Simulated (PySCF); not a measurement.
**Finite-field polarisability of Sn (tin, neutral)**

[Kr] 4d10 5s2 5p2, high-spin 3P determinant. All numbers are calculated (PySCF 2.14, a scalar-relativistic core potential, in def2-TZVPPD with the def2 core potential (28 electrons)). Frozen: 4s2 4p6 4d10. Energy changes in a uniform field (μhartree):

```tsv
axis	F (au)	HF	MP2	CCSD	CCSD(T)
x	0.0021	-103.651	-101.951	-101.147	-101.117
x	0.0042	-414.661	-407.861	-404.652	-404.530
y	0.0018	-100.289	-98.609	-98.031	-98.038
y	0.0036	-401.479	-394.739	-392.434	-392.463
```

By symmetry the remaining axis equals y.

**Question.** Derive α along x at CCSD(T) from the two fields.

**Answer.** With ΔE = −αF²/2 − γF⁴/24, α = −(16 ΔE(F) − ΔE(2F))/(6F²) = 45.86 bohr³.

**Question.** And the mean polarisability at each level?

**Answer.** The components xx, yy, zz at CCSD(T) are 45.86, 60.50, 60.50, the third axis being equal by symmetry to one of the two computed. Means: HF 56.93, MP2 55.98, CCSD 55.62, CCSD(T) 55.62 bohr³. Reference: 53 ± 6 bohr³ (recommended; Schwerdtfeger and Nagle, table of static dipole polarizabilities (2023 update)).
